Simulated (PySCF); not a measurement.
GaHClBr, SMILES [Cl][GaH][Br].

Coordinates come from a TPSSh-D3(BJ)/def2-SVP optimisation.

All values below come from TDA-LC-ωPBE/def2-SVPD (PySCF 2.14.0).

Vertical excitations. Isolated molecule, no solvent. State labels are in the subgroup Cs.

Question: List the lowest excited states. (The exact figures need the calculation; the answer reports its results.)

Answer: 
```tsv
state	symmetry	energy (eV)	λ (nm)	f	main pairs
S1	A"	6.20	200	0.002	HOMO→LUMO 88 %
S2	A"	6.51	190	0.001	HOMO−2→LUMO 87 %
S3	A'	6.72	184	0.017	HOMO→LUMO+1 53 %, HOMO−1→LUMO 32 %
S4	A'	6.86	181	0.052	HOMO−1→LUMO 52 %, HOMO→LUMO+1 30 %
S5	A"	6.92	179	0.015	HOMO−1→LUMO+1 86 %
S6	A'	7.47	166	0.140	HOMO−2→LUMO+1 66 %
S7	A'	7.67	162	0.045	HOMO−3→LUMO 82 %
S8	A"	7.79	159	0.020	HOMO−3→LUMO+1 63 %, HOMO−5→LUMO 20 %
S9	A"	7.86	158	0.014	HOMO−4→LUMO 74 %, HOMO−5→LUMO 13 %
S10	A"	8.00	155	0.028	HOMO−5→LUMO 62 %, HOMO−4→LUMO 20 %, HOMO−3→LUMO+1 11 %
T1	A"	5.89	210	0	HOMO→LUMO 54 %, HOMO−2→LUMO 33 %
T2	A'	6.14	202	0	HOMO→LUMO+1 73 %
T3	A'	6.16	201	0	HOMO−1→LUMO 83 %
T4	A"	6.26	198	0	HOMO−2→LUMO 44 %, HOMO→LUMO 35 %, HOMO−1→LUMO+1 13 %
```
Triplets are in the Tamm–Dancoff approximation.
